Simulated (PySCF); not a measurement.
## SMILES N#CC[C@H]1C[C@@H]1[SiH2]P, C₅H₁₀NPSi

Geometry:
| atom | x (Å) | y (Å) | z (Å) |
| --- | --- | --- | --- |
| N1 | -4.408 | -0.763 | -0.253 |
| C2 | -3.453 | -0.196 | -0.522 |
| C3 | -2.236 | 0.507 | -0.843 |
| C4 | -1.059 | -0.110 | -0.111 |
| C5 | -0.303 | -1.241 | -0.724 |
| C6 | 0.335 | 0.120 | -0.626 |
| Si7 | 1.727 | 0.458 | 0.599 |
| P8 | 3.582 | 0.806 | -0.607 |
| H9 | -2.356 | 1.556 | -0.551 |
| H10 | -2.080 | 0.463 | -1.924 |
| H11 | -1.188 | -0.128 | 0.965 |
| H12 | 0.053 | -2.028 | -0.077 |
| H13 | -0.606 | -1.594 | -1.699 |
| H14 | 0.397 | 0.663 | -1.563 |
| H15 | 1.450 | 1.697 | 1.338 |
| H16 | 1.814 | -0.652 | 1.557 |
| H17 | 3.925 | -0.528 | -0.732 |
| H18 | 4.398 | 0.976 | 0.495 |

Theory: TDDFT PBE0/def2-SVPD circular dichroism and optical rotation, one conformer, gas phase in PySCF 2.14.0. Geometry: GFN2-xTB.

The molecule is flexible and this is one conformer; a measurement averages over conformers. States above about 7.7 eV (minus the energy of the highest occupied orbital) lie near or above the ionisation threshold and depend on the basis.

Q: Draw the ECD and absorption spectra from the lowest 16 states, each a Gaussian of half-width 0.25 eV at 1/e height.

A: 
| E (eV) | λ (nm) | Δε (L mol⁻¹ cm⁻¹) | ε (L mol⁻¹ cm⁻¹) |
| --- | --- | --- | --- |
| 6.00 | 207 | +0.19 | 14.1 |
| 6.15 | 202 | +1.47 | 125 |
| 6.30 | 197 | +5.43 | 668 |
| 6.45 | 192 | +8.44 | 2600 |
| 6.60 | 188 | -1.13 | 7710 |
| 6.75 | 184 | -22.36 | 14800 |
| 6.90 | 180 | -29.28 | 16100 |
| 7.05 | 176 | -13.03 | 10800 |
| 7.20 | 172 | -1.45 | 7180 |
| 7.35 | 169 | -5.89 | 7100 |
| 7.50 | 165 | -1.67 | 9060 |
| 7.65 | 162 | +18.62 | 12300 |
| 7.80 | 159 | +11.89 | 13300 |

Δε uses R in velocity form, ε uses f in length form. Only the states computed contribute, so the short-wavelength end is incomplete.
